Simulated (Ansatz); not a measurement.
Isolated molecules relaxed with PBE0-D4/def2-TZVP in Ansatz; ΔE leaves out vibrations. CCSD(T)/CBS adds triple-zeta CCSD(T) − MP2 to the extrapolated MP2 energy (def2 sets, frozen cores). This one scheme is used for every species. Functionals use def2-TZVPP. One conformer a species, not always the lowest.

`OBO[SiH2][SiH3]` + `BN` → `BN[SiH2][SiH3]` + `OBO`  (ligand exchange at the Si–O bond)

```tsv
level	ΔE (kcal/mol)	difference from CCSD(T)/CBS
PBE-D4	10.6	-0.7
r2SCAN-D4	11.8	0.5
PBE0-D4	10.8	-0.5
ωB97X-V	11.8	0.5
r2SCAN	11.8	0.5
PBE0	10.8	-0.5
SCS-MP2/def2-TZVPP	11.6	0.3
HF/def2-QZVPP	13.2	1.9
SCS-MP2/def2-QZVPP	11.6	0.3
HF/CBS(def2)	13.3	2.0
CCSD(T)/CBS	11.3	0
```

Largest T1 diagnostic among the species: 0.013.

In def2-TZVPP, CCSD(T) changes the Hartree–Fock value by −1.8 kcal/mol (the triples alone add −0.2 kcal/mol) and MP2 by −2.0 kcal/mol.
